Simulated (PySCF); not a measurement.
## K¹⁷⁺: ionisation energy

K¹⁷⁺ 1s2 (1S) → K¹⁸⁺ 1s1 (2S), as a difference of total energies. Calculation: PySCF 2.14, in an even-tempered Gaussian basis (17 s from 14 bohr⁻², ratio 2.2; 7 p from 21 bohr⁻², ratio 2.4; 4 d from 63 bohr⁻², ratio 2.4; 3 f from 94 bohr⁻², ratio 2.4; 3 g from 140 bohr⁻², ratio 2.4); scalar relativity by spin-free X2C-1e. Correlated levels: nothing frozen; virtual orbitals above 40 to 60 times the deepest correlated orbital energy dropped. The calculations carry no spin-orbit coupling.

| method | ionisation energy (eV) |
| --- | --- |
| UHF | 4611.9 |
| LDA | 4594.8 |
| PBE | 4610.3 |
| PBE0 | 4610.9 |
| r2SCAN | 4613.4 |
| M06 | 4614.4 |
| revPBE | 4612.5 |
| MP2 (all electrons) | 4613.2 |
| SCS-MP2 (all electrons) | 4613.4 |

For comparison: 4610.8 eV (theoretical estimate listed by NIST; NIST Atomic Spectra Database, ionization energies).
